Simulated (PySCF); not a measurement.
SMILES Br[C](Br)Br, doublet (PBE0/def2-SVP optimised geometry):

```
4

Br     1.371    -0.085     0.000
C     -0.491    -0.085     0.000
Br    -1.370    -1.555     0.728
Br    -1.371     1.555     0.000
```

Calculation: PySCF 2.14.0 with unrestricted PBE0/def2-TZVP.

### Question
What are the frontier orbital energies (α orbitals alone; a β orbital can be the lowest empty one) and the dipole moment?

### Answer
HOMO-2 -9.06 eV, HOMO-1 -8.36 eV, HOMO -6.33 eV, LUMO -1.90 eV, LUMO+1 0.43 eV; dipole moment 0.16 D.

On the same geometry unrestricted PBE/def2-TZVP run with PySCF gives HOMO-2 -7.73 eV, HOMO-1 -7.06 eV, HOMO -4.94 eV, LUMO -2.79 eV, LUMO+1 -0.59 eV; dipole moment 0.19 D.

Meta-Löwdin charges at PBE0/def2-TZVP: Br1 0.07, C2 -0.21, Br3 0.07, Br4 0.07.
